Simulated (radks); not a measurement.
Problem. Ti13+, configuration [He] 2s2 2p5 (the NIST ground configuration). All-electron calculation, Dirac Kohn-Sham, PBE, spin-unpolarised, spherical densities, point nucleus; open shells are shared between the two j in proportion to 2j + 1. Program: a radial shooting solver on a logarithmic mesh with Libxc functionals. Some entries of the table are withheld. Estimate them.

| orbital | occ. | eigenvalue (hartree) | <r^2> (bohr^2) | <1/r> (bohr^-1) |
|---|---|---|---|---|
| 1s1/2 | 2 | -194.7753 | 0.006490 | 21.83 |
| 2s1/2 | 2 | -33.64514 | 0.1163 | 4.716 |
| 2p1/2 | 1.66667 | (1) | 0.09296 | (2) |
| 2p3/2 | 3.33333 | (3) | 0.09447 | (4) |

Solution. 
(1) 2p1/2 eigenvalue (hartree): -30.68611
(2) 2p1/2 <1/r> (bohr^-1): 4.653
(3) 2p3/2 eigenvalue (hartree): -30.45420
(4) 2p3/2 <1/r> (bohr^-1): 4.596
